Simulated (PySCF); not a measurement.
# Broadened absorption spectrum of C5H7N3

Species: C₅H₇N₃.
SMILES with atom numbers: `[CH2:1]=[CH:2][c:3]1[cH:4][n:5][n:6][n:7]1[CH3:8]` (hydrogens: H9, H10 on C1; H11 on C2; H12 on C4; H13, H14, H15 on C8)

The calculation used PySCF 2.14.0, density-fitted response routines, TDDFT CAM-B3LYP/def2-SVPD, vertical, gas phase, core orbitals frozen in the response. One conformer (not necessarily the lowest) at the PBE0-D3(BJ)/def2-SVP geometry, without solvent, vibrations or thermal averaging. Torsions of this conformer, `[CH2:1]=[CH:2][c:3]1[cH:4][n:5][n:6][n:7]1[CH3:8]`: C1–C2–C3–C4 1°.

Each state is given a Gaussian of 0.3 eV full width at half maximum, with ε(max) = 2.175×10⁸ f / Δν̃ (Δν̃ the width in cm⁻¹). The cross-section is σ = 3.8235×10⁻²¹ ε cm², given in Mb (10⁻¹⁸ cm²). The width is an assumption, not a result. The curve ends short of the highest state used, and states not computed would add to its high-energy end.

```csv
E (eV),σ (Mb)
4.79,0.26
4.87,1.97
4.95,9.95
5.03,33.99
5.11,78.22
5.19,121.41
5.27,127.14
5.35,89.98
5.42,48.40
5.50,16.78
5.58,4.14
5.66,0.79
5.74,0.14
5.82,0.08
5.90,0.39
5.98,1.74
6.06,5.21
6.14,10.59
6.22,14.72
6.30,14.45
6.38,10.92
6.46,7.52
6.54,5.50
6.62,5.14
6.70,9.40
6.78,23.49
6.85,43.41
6.93,62.08
7.01,60.25
7.09,39.79
```

(1) Locate the maxima and give the states behind the curve.

(2) On this curve, what absorbance would a 10⁻³ mol/L sample give at 193 nm over a 1 cm path?

## Answers

(1) 237 nm (5.24 eV), ε about 34000, made up of S1 (100%); 198 nm (6.25 eV), ε about 4000, made up of S3 (95%); 178 nm (6.96 eV), ε about 17000, made up of S6 (100%) (ε in L mol⁻¹ cm⁻¹; maxima over ε = 5, shares over 10%). The states used: S1 5.24 eV (f 0.380); S2 5.46 eV (f 0.0022); S3 6.24 eV (f 0.042); S4 6.47 eV (f 0.0093); S5 6.59 eV (f 0.0047); S6 6.96 eV (f 0.186); S7 7.14 eV (f 0.0011); S8 7.17 eV (f 0.0008); S9 7.44 eV (f 0.020); S10 7.69 eV (f 0.056).

(2) 193 nm is 6.424 eV, where ε is about 2300 L mol⁻¹ cm⁻¹, so A = ε c l ≈ 2.3 (Beer–Lambert, with the gas-phase spectrum and the assumed width).

The vertical ionisation energy (ΔSCF) is 8.86 eV, 1.17 eV above S10.
